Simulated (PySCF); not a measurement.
Br3Sn (SMILES [Br][Sn+]([Br])[Br]), charge +1, singlet, at a GFN2-xTB geometry (such geometries of metal compounds can be far from the true shape) (all electrons, no relativity); B3LYP/STO-3G in PySCF.

Here is a job for PySCF.
```python
from pyscf import gto, scf, dft

mol = gto.M(
    atom='''
Sn   -0.000000    0.000000    0.000000
Br   -1.994074   -1.547431   -0.188431
Br   -0.049039    2.269519   -1.119489
Br    2.043113   -0.722089    1.307920
''',
    basis='sto-3g',
    charge=1,
    spin=0,
    verbose=4,
)

mf = dft.RKS(mol)
mf.xc = 'b3lyp'
mf.kernel()
mf.analyze()
```

It wrote (shortened):

```
PySCF version 2.14.0

[INPUT] verbose = 4
[INPUT] num. atoms = 4
[INPUT] num. electrons = 154
[INPUT] charge = 1
[INPUT] spin (= nelec alpha-beta = 2S) = 0
[INPUT] symmetry False subgroup None
[INPUT] Mole.unit = angstrom
[INPUT] Symbol           X                Y                Z      unit          X                Y                Z       unit  Magmom
[INPUT]  1 Sn     0.000000000000   0.000000000000   0.000000000000 AA    0.000000000000   0.000000000000   0.000000000000 Bohr   0.0
[INPUT]  2 Br    -1.994074000000  -1.547431000000  -0.188431000000 AA   -3.768253732116  -2.924220786662  -0.356082983378 Bohr   0.0
[INPUT]  3 Br    -0.049039000000   2.269519000000  -1.119489000000 AA   -0.092670279423   4.288769344497  -2.115527609463 Bohr   0.0
[INPUT]  4 Br     2.043113000000  -0.722089000000   1.307920000000 AA    3.860924011538  -1.364550447561   2.471610592841 Bohr   0.0

nuclear repulsion = 1541.22541307846
number of shells = 35
number of NR pGTOs = 243
number of NR cGTOs = 81
basis = sto-3g
ecp = {}

******** <class 'pyscf.dft.rks.RKS'> ********
method = RKS
initial guess = minao
damping factor = 0
level_shift factor = 0
DIIS = <class 'pyscf.scf.diis.CDIIS'>
diis_start_cycle = 1
diis_space = 8
diis_damp = 0
SCF conv_tol = 1e-09
SCF conv_tol_grad = None
SCF max_cycles = 50
direct_scf = True
direct_scf_tol = 1e-13
XC library pyscf.dft.libxc version 7.1.2
    S. Lehtola, C. Steigemann, M. J. T. Oliveira, and M. A. L. Marques,  SoftwareX 7, 1–5 (2018)
XC functionals = b3lyp
    P. J. Stephens, F. J. Devlin, C. F. Chabalowski, and M. J. Frisch,  J. Phys. Chem. 98, 11623 (1994)
radial grids:
    Treutler-Ahlrichs [JCP 102, 346 (1995); DOI:10.1063/1.469408] (M4) radial grids

becke partition: Becke, JCP 88, 2547 (1988); DOI:10.1063/1.454033
pruning grids: <function nwchem_prune>
grids dens level: 3
symmetrized grids: False
atomic radii adjust function: <function treutler_atomic_radii_adjust>
small_rho_cutoff = 0
Set gradient conv threshold to 3.16228e-05
Initial guess from minao.
tot grids = 83232
init E= -13576.3634378736
  HOMO = -0.861232927737763  LUMO = -0.721472349201205  gap/eV = 3.80308
cycle= 1 E= -13603.1886518193  delta_E= -26.8  |g|= 0.317  |ddm|= 2.83
  HOMO = -0.389479603072341  LUMO = -0.276154949077153  gap/eV = 3.08372
cycle= 2 E= -13603.1732743144  delta_E= 0.0154  |g|= 0.289  |ddm|= 1.22
  HOMO = -0.40817230550734  LUMO = -0.233991873047569  gap/eV = 4.73969
cycle= 3 E= -13603.2175586306  delta_E= -0.0443  |g|= 0.098  |ddm|= 0.971
  HOMO = -0.405730878457312  LUMO = -0.247325385687929  gap/eV = 4.31043
cycle= 4 E= -13603.2237579737  delta_E= -0.0062  |g|= 0.00109  |ddm|= 0.261
  HOMO = -0.405821312057164  LUMO = -0.247015115112148  gap/eV = 4.32134
cycle= 5 E= -13603.2237587241  delta_E= -7.5e-07  |g|= 6.39e-05  |ddm|= 0.00312
  HOMO = -0.405846224706343  LUMO = -0.247027439803868  gap/eV = 4.32168
cycle= 6 E= -13603.2237587267  delta_E= -2.6e-09  |g|= 9.11e-06  |ddm|= 0.00017
  HOMO = -0.40584589434291  LUMO = -0.247026012813157  gap/eV = 4.32171
cycle= 7 E= -13603.2237587268  delta_E= -9.28e-11  |g|= 2.07e-06  |ddm|= 3e-05
  HOMO = -0.405845907519452  LUMO = -0.247026101272521  gap/eV = 4.32171
Extra cycle  E= -13603.2237587267  delta_E= 6.18e-11  |g|= 3e-06  |ddm|= 1.77e-05
converged SCF energy = -13603.2237587267
**** SCF Summaries ****
Total Energy =                      -13603.223758726691813
Nuclear Repulsion Energy =            1541.225413078456313
One-electron Energy =               -21973.998080518835195
Two-electron Energy =                 6829.548908713686615
Two-electron Coulomb Energy =         7266.510897400015892
DFT Exchange-Correlation Energy =     -436.961988686329335
HOMO-LUMO gap [eV] =                     4.321707055406860
**** MO energy ****
MO #1   energy= -1019.67352581715  occ= 2
MO #2   energy= -477.521753608426  occ= 2
MO #3   energy= -477.5217530394    occ= 2
MO #4   energy= -477.521751189783  occ= 2
MO #5   energy= -149.454866941761  occ= 2
MO #6   energy= -142.136289651649  occ= 2
MO #7   energy= -142.135537626675  occ= 2
MO #8   energy= -142.135537606847  occ= 2
MO #9   energy= -60.6150365316272  occ= 2
MO #10  energy= -60.615027828244   occ= 2
MO #11  energy= -60.6150264059754  occ= 2
MO #12  energy= -55.7975419081653  occ= 2
MO #13  energy= -55.7975416531727  occ= 2
MO #14  energy= -55.7975398742964  occ= 2
MO #15  energy= -55.7935355290319  occ= 2
MO #16  energy= -55.7935343273477  occ= 2
MO #17  energy= -55.7935327752319  occ= 2
MO #18  energy= -55.7928405624139  occ= 2
MO #19  energy= -55.7928399459427  occ= 2
MO #20  energy= -55.7928379794764  occ= 2
MO #21  energy= -27.8818652527488  occ= 2
MO #22  energy= -25.2077218392935  occ= 2
MO #23  energy= -25.2051865347895  occ= 2
MO #24  energy= -25.2051855527067  occ= 2
MO #25  energy= -17.3000317762936  occ= 2
MO #26  energy= -17.2993030678096  occ= 2
MO #27  energy= -17.299302696462   occ= 2
MO #28  energy= -17.2972824941734  occ= 2
MO #29  energy= -17.2972816167764  occ= 2
MO #30  energy= -8.18447841201883  occ= 2
MO #31  energy= -8.18446753856222  occ= 2
MO #32  energy= -8.18446572309835  occ= 2
MO #33  energy= -6.15305806157103  occ= 2
MO #34  energy= -6.15304209673286  occ= 2
MO #35  energy= -6.15304094940737  occ= 2
MO #36  energy= -6.13627606014051  occ= 2
MO #37  energy= -6.1361352754022   occ= 2
MO #38  energy= -6.13613226128029  occ= 2
MO #39  energy= -6.13346453346274  occ= 2
MO #40  energy= -6.13345821615063  occ= 2
MO #41  energy= -6.13339765159284  occ= 2
MO #42  energy= -4.37693687334397  occ= 2
MO #43  energy= -3.26867981802402  occ= 2
MO #44  energy= -3.26500820382531  occ= 2
MO #45  energy= -3.26500574700784  occ= 2
MO #46  energy= -1.85678663519674  occ= 2
MO #47  energy= -1.85677619274184  occ= 2
MO #48  energy= -1.85668954493945  occ= 2
MO #49  energy= -1.85300366444893  occ= 2
MO #50  energy= -1.85287134279086  occ= 2
MO #51  energy= -1.85285528215623  occ= 2
MO #52  energy= -1.85097515499664  occ= 2
MO #53  energy= -1.8509522930424   occ= 2
MO #54  energy= -1.85088407743075  occ= 2
MO #55  energy= -1.83942426791127  occ= 2
MO #56  energy= -1.83941742513335  occ= 2
MO #57  energy= -1.83941611546873  occ= 2
MO #58  energy= -1.83934773972029  occ= 2
MO #59  energy= -1.83934558456219  occ= 2
MO #60  energy= -1.83934103434166  occ= 2
MO #61  energy= -0.887739348166615 occ= 2
MO #62  energy= -0.883924167865566 occ= 2
MO #63  energy= -0.883923096623892 occ= 2
MO #64  energy= -0.857097946449268 occ= 2
MO #65  energy= -0.857094785334465 occ= 2
MO #66  energy= -0.840642848751709 occ= 2
MO #67  energy= -0.823929248677187 occ= 2
MO #68  energy= -0.823928344394065 occ= 2
MO #69  energy= -0.583082716323911 occ= 2
MO #70  energy= -0.497612933448153 occ= 2
MO #71  energy= -0.497612196922597 occ= 2
MO #72  energy= -0.445889290092362 occ= 2
MO #73  energy= -0.408934588175704 occ= 2
MO #74  energy= -0.40893427188254  occ= 2
MO #75  energy= -0.408210269040853 occ= 2
MO #76  energy= -0.408208633168694 occ= 2
MO #77  energy= -0.405845907519452 occ= 2
MO #78  energy= -0.247026101272521 occ= 0
MO #79  energy= -0.240809132889307 occ= 0
MO #80  energy= -0.0854388752574228 occ= 0
MO #81  energy= -0.085437967274636 occ= 0
 ** Mulliken pop on meta-lowdin orthogonal AOs  **
 ** Mulliken pop  **
 ** Mulliken atomic charges  **
charge of    0Sn =      0.75945
charge of    1Br =      0.08018
charge of    2Br =      0.08019
charge of    3Br =      0.08018

WARN: System has nonzero charge 1; the dipole moment is origin-dependent.
Location of origin: [0. 0. 0.]

Dipole moment(X, Y, Z, Debye): -0.00001,  0.00008, -0.00003
```
